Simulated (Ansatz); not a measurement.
(KCl)4 cube (K4Cl4). Total charge 0; singlet. Geometry PBE-D4/def2-SVP.

| atom | x (Å) | y (Å) | z (Å) |
| --- | --- | --- | --- |
| Cl1 | -2.0707 | -1.2352 | 1.1150 |
| Cl2 | 1.8607 | -1.7870 | -0.6330 |
| Cl3 | 1.0095 | 1.7600 | 1.7146 |
| Cl4 | -0.7994 | 1.2622 | -2.1966 |
| K5 | 0.7596 | -1.1992 | 2.0875 |
| K6 | -0.9593 | -1.6724 | -1.6294 |
| K7 | 1.9679 | 1.1735 | -1.0596 |
| K8 | -1.7682 | 1.6981 | 0.6015 |

**Question.** Estimate the orbital energies around the gap (eV) in Ansatz with r2SCAN-D4/def2-TZVP, PBE0-D4/def2-SVP, PBE0-D4/def2-TZVP, CAM-B3LYP-D4/def2-TZVP, ωB97X-V/def2-TZVP.

**Answer.** 
```csv
orbital,r2SCAN-D4/def2-TZVP,PBE0-D4/def2-SVP,PBE0-D4/def2-TZVP,CAM-B3LYP-D4/def2-TZVP,ωB97X-V/def2-TZVP
HOMO−13,-17.79,-19.19,-19.28,-20.82,-21.96
HOMO−12,-17.79,-19.19,-19.28,-20.82,-21.96
HOMO−11,-6.54,-7.36,-7.61,-9.03,-10.13
HOMO−10,-6.47,-7.32,-7.52,-8.92,-9.99
HOMO−9,-6.47,-7.32,-7.52,-8.92,-9.99
HOMO−8,-6.47,-7.32,-7.52,-8.92,-9.99
HOMO−7,-6.37,-7.20,-7.41,-8.80,-9.87
HOMO−6,-6.37,-7.20,-7.41,-8.80,-9.87
HOMO−5,-6.23,-7.04,-7.25,-8.62,-9.68
HOMO−4,-6.23,-7.04,-7.25,-8.62,-9.68
HOMO−3,-6.23,-7.04,-7.25,-8.62,-9.68
HOMO−2,-6.14,-6.93,-7.17,-8.54,-9.59
HOMO−1,-6.14,-6.93,-7.17,-8.54,-9.59
HOMO,-6.14,-6.93,-7.17,-8.54,-9.59
LUMO,-0.43,-0.58,-0.55,-0.14,0.53
LUMO+1,0.08,-0.17,-0.08,0.23,0.78
LUMO+2,0.08,-0.17,-0.08,0.23,0.78
LUMO+3,0.08,-0.17,-0.08,0.23,0.78
LUMO+4,1.46,1.20,1.31,1.75,2.52
LUMO+5,1.46,1.20,1.31,1.75,2.52
```
